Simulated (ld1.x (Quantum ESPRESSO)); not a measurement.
# antimony, TM: configuration errors across variants

```json
{
 "Element": "Sb (Z = 51)",
 "Generator": "ld1.x (Quantum ESPRESSO) 7.5",
 "Type": "norm-conserving Troullier–Martins (Kleinman–Bylander form)",
 "Functional": "PBEsol",
 "Relativity": "scalar-relativistic",
 "Frozen core": "[Kr] 4d10",
 "Valence charge": "5",
 "Reference configuration": "5s2 5p1 (charge +2)",
 "Partial waves": "5p (bound): rc 1.70 bohr; 5d channel at -0.05 Ry: rc 1.95 bohr; 5s (bound): rc 1.80 bohr",
 "Local potential": "the s channel",
 "Core correction": "a·sin(br)/r model core, default radius (core density twice the valence density)"
}
```

All-electron excitation energies from the reference (eV): (1) 5s2 5p3 -24.356; (2) 5s2 5p2 -16.012; (3) 5s2 5p0 24.445; (4) 5s2 5p2.5 -21.083; (5) 5s1 5p0 68.777; (6) 5s0 5p5 -7.862; (7) 5s1 5p3 -7.248.

The default core radius of the base comes out at 1.64 bohr.

2 further variants failed, have other tests or another functional or relativity, and are left out.

A true bound ghost makes a file unfit for plane-wave use even where its test errors are small: the radial tests pick states by their node count and pass the ghost by.

Errors AE − PS in meV (a dash: test not solved or not reliable):

| change | (1) | (2) | (3) | (4) | (5) | (6) | (7) | bound ghosts |
| --- | --- | --- | --- | --- | --- | --- | --- | --- |
| base | -21 | -8.7 | -40 | -16 | -294 | -0.9 | +1.0 | p, d |
| core correction a·sin(br)/r model core inside 1.10 bohr | -21 | -8.4 | -40 | -15 | -287 | -3.7 | +0.1 | p, d |
| wave 5p (bound): rc 1.70 bohr becomes 5p (bound): rc 2.14 bohr | -19 | -7.6 | -37 | -14 | -279 | -21 | -3.7 | d |
| wave 5d channel at -0.05 Ry: rc 1.95 bohr becomes 5d channel at -0.05 Ry: rc 2.98 bohr | -21 | -8.7 | -40 | -16 | -294 | -0.9 | +1.0 | p |
| wave 5d channel at -0.05 Ry: rc 1.95 bohr becomes 5d channel at -0.15 Ry: rc 1.95 bohr | -21 | -8.7 | -40 | -16 | -294 | -0.9 | +1.0 | p, d |
| wave 5s (bound): rc 1.80 bohr becomes 5s (bound): rc 1.54 bohr | -20 | -7.9 | -37 | -15 | -291 | -5.8 | +0.2 | p, d |
| all radii but the core radius scaled by about 1.28 (s 2.32, p 2.18, d 2.50 bohr) | -15 | -5.7 | -33 | -11 | -283 | -42 | -8.6 | none |
| local potential all-electron potential smoothed inside 1.60 bohr (lloc = -1) | +8.5 | -0.3 | -44 | +2.4 | -309 | +9.9 | +5.0 | s |
| core correction a·sin(br)/r model core inside 1.86 bohr | -27 | -11 | -45 | -20 | -306 | +8.8 | +2.7 | p, d |
| all radii but the core radius scaled by about 1.24 (s 2.24, p 2.12, d 2.42 bohr) | -16 | -6.3 | -34 | -12 | -282 | -36 | -7.0 | none |

(1) Give the same row for: wave 5p (bound): rc 1.70 bohr becomes 5p (bound): rc 1.56 bohr.

Answers

(1) -28, -11, -44, -20, -304, -11, -3.1; bound ghosts: d, p.
